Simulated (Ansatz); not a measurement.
`N#CO[SiH3]` + `[OH][Al]([O][SiH3])[O][SiH3]` → `[SiH3][O][Al]([O][SiH3])[O][SiH3]` + `N#CO`  (ligand exchange at the Si–O bond)

Computed with Ansatz on PBE0-D4/def2-TZVP structures; ΔE is electronic, products minus reactants. CCSD(T)/CBS adds triple-zeta CCSD(T) − MP2 to the extrapolated MP2 energy (def2 sets, frozen cores). This one scheme is used for every species. Functionals use def2-TZVPP. Each species was taken in one conformer, which may not be the lowest.

| level | ΔE (kcal/mol) | difference from CCSD(T)/CBS |
| --- | --- | --- |
| B97M-V | -5.0 | -1.1 |
| PBE0-D4 | -4.3 | -0.4 |
| CAM-B3LYP-D4 | -4.4 | -0.5 |
| ωB97M-V | -4.1 | -0.2 |
| PBE | -3.0 | 0.9 |
| BLYP | -2.9 | 1.0 |
| r2SCAN0 | -4.5 | -0.6 |
| BHLYP | -4.5 | -0.6 |
| CAM-B3LYP | -4.0 | -0.1 |
| RPA@PBE/def2-TZVPP | -3.9 | 0.0 |
| HF/def2-SVP | -7.2 | -3.3 |
| MP2/def2-SVP | -5.2 | -1.3 |
| CCSD(T)/def2-SVP | -5.7 | -1.8 |
| MP2/def2-TZVPP | -3.5 | 0.4 |
| CCSD/def2-TZVPP | -4.5 | -0.6 |
| CCSD(T)/def2-TZVPP | -4.2 | -0.3 |
| CCSD(T)/CBS | -3.9 | 0 |

Largest T1 diagnostic among the species: 0.014.

Leaving LDA and LC-ωPBE aside and taking each functional with its dispersion term where it has one, the values, not all of them listed here, spread over 1.9 kcal/mol, from BHLYP-D4 to revPBE-D4. From PBE to PBE0 (25 % exact exchange), in def2-TZVPP and without D4, ΔE moves by −0.9 kcal/mol. At CCSD(T), def2-SVP lies −1.8 kcal/mol from the extrapolated value and def2-TZVPP −0.3 kcal/mol.
